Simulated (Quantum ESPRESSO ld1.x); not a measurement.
Problem. Species: Hg2+. Configuration: [Xe] 4f14 5d10. Method: Dirac Kohn-Sham, PBE, spin-unpolarised, spherical densities, point nucleus; computed with ld1.x of Quantum ESPRESSO 7.5. Some entries of the table are withheld. Estimate them.

| orbital | occ. | eigenvalue (eV) | <1/r> (bohr^-1) |
|---|---|---|---|
| 1s1/2 | 2 | -83067.5 | 97.68 |
| 2s1/2 | 2 | -14725.4 | 24.05 |
| 2p1/2 | 2 | (1) | (2) |
| 2p3/2 | 4 | (3) | (4) |
| 3s1/2 | 2 | -3508.54 | 8.822 |
| 3p1/2 | 2 | -3239.30 | (5) |
| 3p3/2 | 4 | -2807.79 | (6) |
| 3d3/2 | 4 | (7) | (8) |
| 3d5/2 | 6 | (9) | (10) |
| 4s1/2 | 2 | -786.341 | 3.736 |
| 4p1/2 | 2 | -671.001 | 3.625 |
| 4p3/2 | 4 | -566.810 | 3.212 |
| 4d3/2 | 4 | -378.629 | 3.011 |
| 4d5/2 | 6 | -359.209 | 2.916 |
| 5s1/2 | 2 | -137.077 | 1.523 |
| 4f5/2 | 6 | -117.091 | 2.553 |
| 4f7/2 | 8 | -112.899 | 2.516 |
| 5p1/2 | 2 | -99.0973 | 1.396 |
| 5p3/2 | 4 | -80.8600 | 1.243 |
| 5d3/2 | 4 | -29.9431 | 0.9309 |
| 5d5/2 | 6 | -28.0215 | 0.8943 |

Solution. 
(1) 2p1/2 eigenvalue (eV): -14126.2
(2) 2p1/2 <1/r> (bohr^-1): 23.99
(3) 2p3/2 eigenvalue (eV): -12178.1
(4) 2p3/2 <1/r> (bohr^-1): 19.41
(5) 3p1/2 <1/r> (bohr^-1): 8.730
(6) 3p3/2 <1/r> (bohr^-1): 7.537
(7) 3d3/2 eigenvalue (eV): -2363.23
(8) 3d3/2 <1/r> (bohr^-1): 7.435
(9) 3d5/2 eigenvalue (eV): -2270.80
(10) 3d5/2 <1/r> (bohr^-1): 7.165
